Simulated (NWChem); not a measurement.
NbNH2OF2; SMILES [NH]=[Nb]([OH])([F])[F]

```xyz
7

Nb    -0.0177    -0.0041     0.0000
N      0.1959    -1.7476     0.0000
H      0.2660    -2.7684     0.0000
F     -0.9537     0.4717    -1.5694
F     -0.9537     0.4717     1.5694
O      1.7084     0.7891     0.0000
H      2.5860     0.3681     0.0000
```
Atoms are numbered in this order, from 1.

Computed with NWChem. Medium grid unless said otherwise, to which SCAN and Minnesota functionals are sensitive. All runs use the structure optimised with PBE-D3(BJ)/def2-SVP. def2 effective core potentials on Nb; no spin-orbit coupling. B3LYP is NWChem's, with the RPA form of VWN correlation.

### Question
Order these by “dipole (D)”, lowest first: MN15-L/def2-SVP; LDA (Slater exchange, PW92)/def2-SVP; RPBE/def2-SVP.

### Answer
RPBE/def2-SVP (2.70), MN15-L/def2-SVP (2.77), LDA (Slater exchange, PW92)/def2-SVP (2.86)
